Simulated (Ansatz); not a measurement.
The same germylene extrusion along the group F, Cl, Br, I.

Computed with Ansatz on PBE0-D4/def2-TZVP structures; ΔE is electronic, products minus reactants. CCSD(T)/CBS is the MP2 limit (def2-TZVPP, def2-QZVPP) plus CCSD(T) − MP2 in def2-TZVPP, frozen cores. This one scheme is used for every species. Functionals use def2-TZVPP. def2 core potentials past Kr. For Br, Ge, I outer-core shells are correlated without core-valence functions, which leaves a few kJ/mol of doubt a bond. Scalar relativity is left out up to krypton.

```tsv
reaction	CCSD/CBS(def2) (kcal/mol)	RPA@PBE/def2-TZVPP (kcal/mol)
`[CH3][GeH2][F]` → `CF` + `[GeH2]`	74.8	71.4
`[CH3][GeH2][Cl]` → `CCl` + `[GeH2]`	72.0	69.1
`[CH3][GeH2][Br]` → `CBr` + `[GeH2]`	72.0	68.0
`[CH3][GeH2][I]` → `CI` + `[GeH2]`	69.5	65.4
```

Give the CCSD(T)/CBS values in the same order. (Estimate.)

Ansatz gave: 75.9, 72.9, 72.8, 70.3 kcal/mol.

Largest T1 diagnostic: 0.012, for `[GeH2]`.
